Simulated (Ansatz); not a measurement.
Calculated with Ansatz (gas phase, PBE0-D4/def2-TZVP geometries, no zero-point term in ΔE). CCSD(T)/CBS is the MP2 limit (def2-TZVPP, def2-QZVPP) plus CCSD(T) − MP2 in def2-TZVPP, frozen cores. Functionals use def2-TZVPP. B3LYP here is the variant with VWN-RPA as its local correlation; programs differ in this. HSE06 is defined as in plane-wave codes. One conformer a species, not always the lowest.

Reaction (formal exchange of groups at a B–Si bond): `B[SiH](F)BCl` + `C=C(O)F` → `C=C(F)BCl` + `B[SiH](O)F`

**Question.** Is it downhill or uphill in electronic energy at CCSD(T)/CBS, and by how much? (Estimate.)

**Answer.** Computed: Downhill: ΔE = -195.3 kJ/mol.

**Question.** What do these levels give: PBE0-D4, B3LYP-D4, r2SCAN0-D4, CAM-B3LYP-D4, revPBE, BLYP, r2SCAN, HSE06, CCSD(T)/def2-SVP, SCS-MP2/def2-TZVPP, CCSD(T)/def2-TZVPP, HF/def2-QZVPP? (An estimate is asked.)

**Answer.** Computed: PBE0-D4 -171.7, B3LYP-D4 -187.1, r2SCAN0-D4 -182.7, CAM-B3LYP-D4 -190.2, revPBE -164.5, BLYP -182.8, r2SCAN -179.2, HSE06 -171.9, CCSD(T)/def2-SVP -167.0, SCS-MP2/def2-TZVPP -202.8, CCSD(T)/def2-TZVPP -192.8, HF/def2-QZVPP -203.4 kJ/mol.

Largest T1 diagnostic among the species: 0.014.

From r2SCAN to r2SCAN0 (25 % exact exchange), in def2-TZVPP and without D4, ΔE moves by −3.7 kJ/mol. Leaving LDA and LC-ωPBE aside and taking each functional with its dispersion term where it has one, the values, not all of them listed here, spread over 30.3 kJ/mol, from B2PLYP to PBE-D4. LDA lies +4.7 kJ/mol from PBE without D4. At CCSD(T), def2-SVP lies +28.3 kJ/mol from the extrapolated value and def2-TZVPP +2.6 kJ/mol.
